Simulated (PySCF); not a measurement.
Delta-SCF ions had no search for a lower state. Excitations are Tamm–Dancoff values on a coarser integration grid. The basis has no diffuse functions, so Rydberg states are missing or too high.

## HCl₂InS, SMILES `[SH][In]([Cl])[Cl]` (H–S–In–Cl torsion 0°) (charge 0, multiplicity 1)

Level of theory: PBE0-D4/def2-TZVP run with PySCF.

The HOMO is -8.30 eV and the dipole moment is 0.360 e·Å. The HOMO–LUMO gap is 5.83 eV and the LUMO comes out as -2.47 eV. The S1 excitation (TDA) is 4.45 eV and the S1 oscillator strength is 0.009. The T1 excitation (TDA) comes out as 4.06 eV. The S1–T1 gap (TDA) is 0.39 eV and the vertical ionisation energy (Delta-SCF) comes out as 10.36 eV. The total energy is -41064.06 eV and the cost comes out as roughly 80 core-seconds.

```xyz
5

S      1.4626    -1.2008    -0.2190
In    -0.5338     0.0053     0.0935
Cl    -0.5534     2.3138     0.0512
Cl    -2.5487    -1.0489     0.4565
H      2.1789    -0.0709    -0.3587
```
Charge 0, spin multiplicity 1.
